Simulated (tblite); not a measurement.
Compound: C6H11Si (doublet state).
Atom-mapped SMILES: `[CH2:1][Si:2]([CH3:3])([CH3:4])[C:5]#[C:6][CH3:7]` (hydrogens: H8, H9 on C1; H10, H11, H12 on C3; H13, H14, H15 on C4; H16, H17, H18 on C7)

A start from a force field or distance geometry was refined with GFN2-xTB geometry optimisation, gas phase (tblite 0.8.0). Values at the start:

```tsv
coordinate	start
C1–Si2	1.899 Å
C1–H8	1.118 Å
Si2–C3	1.858 Å
Si2–C4	1.839 Å
Si2–C5	1.817 Å
C3–H10	1.096 Å
C5≡C6	1.212 Å
C6–C7	1.489 Å
C7–H16	1.096 Å
C1–Si2–C3	105.4°
C1–Si2–C5	105.1°
Si2–C5–C6	178.8°
C3–Si2–C4	113.8°
C3–Si2–C5	111.7°
C5–C6–C7	178.5°
```

Question: How do these coordinates change at the GFN2-xTB level?

Answer: 
```json
{"coordinate": "Si2–C4", "GFN2-xTB (Å or °)": "1.907", "change": "+0.068"}
{"coordinate": "Si2–C3", "GFN2-xTB (Å or °)": "1.906", "change": "+0.048"}
{"coordinate": "C1–Si2", "GFN2-xTB (Å or °)": "1.854", "change": "-0.045"}
{"coordinate": "Si2–C5", "GFN2-xTB (Å or °)": "1.860", "change": "+0.043"}
{"coordinate": "C1–H8", "GFN2-xTB (Å or °)": "1.076", "change": "-0.042"}
{"coordinate": "C6–C7", "GFN2-xTB (Å or °)": "1.447", "change": "-0.042"}
{"coordinate": "C3–H10", "GFN2-xTB (Å or °)": "1.086", "change": "-0.010"}
{"coordinate": "C5≡C6", "GFN2-xTB (Å or °)": "1.205", "change": "-0.007"}
{"coordinate": "C7–H16", "GFN2-xTB (Å or °)": "1.090", "change": "-0.006"}
{"coordinate": "C1–Si2–C3", "GFN2-xTB (Å or °)": "110.3", "change": "+4.9"}
{"coordinate": "C1–Si2–C5", "GFN2-xTB (Å or °)": "109.6", "change": "+4.5"}
{"coordinate": "C3–Si2–C5", "GFN2-xTB (Å or °)": "107.8", "change": "-3.9"}
{"coordinate": "C3–Si2–C4", "GFN2-xTB (Å or °)": "111.3", "change": "-2.5"}
{"coordinate": "C5–C6–C7", "GFN2-xTB (Å or °)": "179.4", "change": "+0.9"}
{"coordinate": "Si2–C5–C6", "GFN2-xTB (Å or °)": "179.3", "change": "+0.5"}
```

The energy falls by 0.902 eV over 99 L-BFGS steps, the largest force on an atom goes from 2.90 to 0.009 eV/Å, and the atoms move by 0.339 Å rms after alignment. The bond that changes most is Si2–C4 (ends: silicon bonded to 4 C; carbon bonded to Si and 3 H), which lengthens by 0.068 Å. Bonds longer at the end by more than 0.005 Å: 3 of 17; shorter: 13. Among the dihedrals that turn most is H9–C1–Si2–C5, from 54° to 92°. Rotational constants go from 3227, 1075, 1051 to 3087, 1060, 1044 MHz.

GFN2-xTB frequencies show an imaginary mode (21i cm⁻¹), so the point is no minimum at that level. 2 starts were optimised and ended at 0.00 and 0.05 kcal/mol (GFN2-xTB); the lowest of these is shown.

One conformer stands for the species.

The numbers are calculated, not measured.
